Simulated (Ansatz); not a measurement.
Basis sets compared for Te5W3. Total charge 0; singlet. Geometry PBE-D4/def2-SVP. Ansatz on 4 threads of Arm Neoverse V1 on a shared host; times are rough, and most runs start from earlier orbitals.

| atom | x (Å) | y (Å) | z (Å) |
| --- | --- | --- | --- |
| W1 | 0.997 | -0.530 | 0.626 |
| W2 | -0.212 | 1.284 | -1.061 |
| W3 | -1.674 | -0.108 | 0.089 |
| Te4 | -2.846 | 1.625 | -1.650 |
| Te5 | 2.775 | -2.314 | 0.725 |
| Te6 | -0.138 | -1.317 | -1.769 |
| Te7 | -0.802 | -0.606 | 2.583 |
| Te8 | 1.900 | 1.966 | 0.457 |

In the def2 sets Te, W take a core potential; there is no spin–orbit coupling. The restricted singlet is unstable towards broken spin symmetry in Hartree–Fock (as tested in another run); at PBE-D4/def2-SVP, PBE-D4/def2-TZVP, PBE0-D4/def2-SVP, PBE0-D4/def2-TZVP this wasn't settled. The structure comes from a short search, and lower isomers may exist.

```
           level  functions  energy (Eh)  HOMO (eV)  LUMO (eV)  wall time
 PBE-D4/def2-SVP        226   -1541.8522      -4.92      -4.06       12 s
PBE0-D4/def2-SVP        226   -1541.7306      -5.77      -3.46       23 s
```

(1) Estimate the rows for PBE-D4/def2-TZVP (with forces), PBE0-D4/def2-TZVP.

## Answers

(1) 
| level | functions | energy (Eh) | HOMO (eV) | LUMO (eV) | wall time |
| --- | --- | --- | --- | --- | --- |
| PBE-D4/def2-TZVP (with forces) | 370 | -1541.9564 | -4.91 | -4.02 | 20 s |
| PBE0-D4/def2-TZVP | 370 | -1541.8400 | -5.74 | -3.40 | 60 s |
